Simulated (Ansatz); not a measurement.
The same group exchange along the group O, S, Se.

Calculated with Ansatz (gas phase, PBE0-D4/def2-TZVP geometries, no zero-point term in ΔE). CCSD(T)/CBS is the MP2 limit (def2-TZVPP, def2-QZVPP) plus CCSD(T) − MP2 in def2-TZVPP, frozen cores. This one scheme is used for every species. Functionals use def2-TZVPP. B3LYP here is the variant with VWN-RPA as its local correlation; programs differ in this. For Se outer-core shells are correlated without core-valence functions, which leaves a few kJ/mol of doubt a bond. Scalar relativity is left out up to krypton. Each species was taken in one conformer, which may not be the lowest.

```tsv
reaction	B3LYP-D4 (kJ/mol)	HF/CBS(def2) (kJ/mol)	PBE-D4 (kJ/mol)	ωB97M-V (kJ/mol)	CCSD(T)/CBS(def2) (kJ/mol)
`COC=N` + `N[SiH2]N` → `C[SiH](N)N` + `N=CO`	-85	-76	-90	-91	-90
`CSC=N` + `N[SiH2]N` → `C[SiH](N)N` + `N=CS`	-39	-38	-38	-42	-40
`C[Se]C=N` + `N[SiH2]N` → `C[SiH](N)N` + `N=C[SeH]`	-45	-43	-44	-48	-45
```

Largest T1 diagnostic: 0.014, for `N=CO`.
